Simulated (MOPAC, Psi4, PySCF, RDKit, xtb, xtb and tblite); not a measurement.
Two geometries of C6H10O2, SMILES CC(=O)CCC(C)=O, relaxed at GFN2-xTB with one dihedral held; other torsions can differ between them too.

Structure A

```
18

C     -3.1380     0.5641    -0.1024
C     -1.9046    -0.3022    -0.0802
O     -1.9508    -1.5061    -0.0662
C     -0.6041     0.4702    -0.0818
C      0.6014    -0.4070     0.2401
C      1.8705     0.0789    -0.4239
C      3.1270    -0.5754     0.0913
O      1.8766     0.9143    -1.2922
H     -3.2846     0.9891     0.8895
H     -3.0211     1.3823    -0.8076
H     -4.0109    -0.0304    -0.3583
H     -0.6764     1.3186     0.5998
H     -0.4688     0.8805    -1.0887
H      0.7570    -0.4958     1.3160
H      0.4003    -1.4157    -0.1376
H      3.3675    -0.1522     1.0654
H      3.9556    -0.3840    -0.5851
H      2.9815    -1.6453     0.2134
```

Structure B

```
18

C      3.1017     0.4276    -0.0978
C      1.8190    -0.3603    -0.0713
O      1.7889    -1.5634    -0.0176
C      0.5651     0.4924    -0.1158
C     -0.6677    -0.2969     0.3144
C     -0.9024    -0.1969     1.8097
C     -1.8426    -1.2376     2.3573
O     -0.3796     0.6422     2.4981
H      3.2528     0.8629     0.8891
H      3.0457     1.2377    -0.8200
H      3.9422    -0.2227    -0.3249
H      0.6953     1.3583     0.5361
H      0.4589     0.8541    -1.1413
H     -0.5492    -1.3463     0.0381
H     -1.5660     0.0829    -0.1781
H     -1.3073    -2.1845     2.4101
H     -2.1698    -0.9651     3.3572
H     -2.7001    -1.3696     1.7029
```

**Question.** Which is lower in energy at the level PBE0-D3(BJ)/def2-SVP // GFN2-xTB run with Psi4, and by how much?

**Answer.** B is lower, by 1.89 kJ/mol (dihedral C2–C4–C5–C6: 150° in A, 90° in B).

E(B) − E(A) in kJ/mol at the other levels, on the same two geometries: GFN2-xTB (xtb and tblite) -0.65; MMFF94 // GFN2-xTB (RDKit) -9.50; PBE0/def2-SVP // GFN2-xTB (Psi4) -0.86; PBE/def2-SVP // GFN2-xTB (Psi4) -0.29; PBE-D3(BJ)/def2-SVP // GFN2-xTB (Psi4) -1.30; UFF // GFN2-xTB (RDKit) 0.41; PM7, restricted, heats of formation // GFN2-xTB (MOPAC) -1.02; PM6, restricted, heats of formation // GFN2-xTB (MOPAC) -0.42; GFN1-xTB // GFN2-xTB (xtb) -1.14; restricted B3LYP/6-31G*, spherical d, density fitting // GFN2-xTB (PySCF) -0.42; restricted Hartree-Fock/6-31G*, spherical d, density fitting // GFN2-xTB (PySCF) -1.80; restricted M06-2X/6-31G*, spherical d, density fitting // GFN2-xTB (PySCF) -1.45; restricted MP2 (frozen core)/6-31G*, spherical d // GFN2-xTB (PySCF) -2.16.
